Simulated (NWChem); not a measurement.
Molecule: GeH₂O₂F₂; SMILES [OH][Ge]([OH])([F])[F]

```xyz
7

O      1.1560    -0.8535     1.0357
Ge     0.0000     0.0000     0.0245
O     -1.1560     0.8535     1.0357
F     -0.8734    -1.0562    -1.0320
F      0.8734     1.0562    -1.0320
H      2.0295    -0.8519     0.6097
H     -2.0295     0.8519     0.6097
```
Atoms are numbered in this order, from 1.

Results from NWChem. The geometry was optimised at B3LYP/6-31G* (spherical d). Ions are spin-unrestricted doublets at the neutral geometry; other ion states weren't tried.

For level PBE/aug-cc-pVDZ:

```yaml
"−ε(HOMO) (eV)": 8.49
```

Task: How do the values read with level B3LYP/aug-cc-pVDZ instead?

Result: 
| Quantity | Value |
|---|---|
| −ε(HOMO) (eV) | 10.03 |
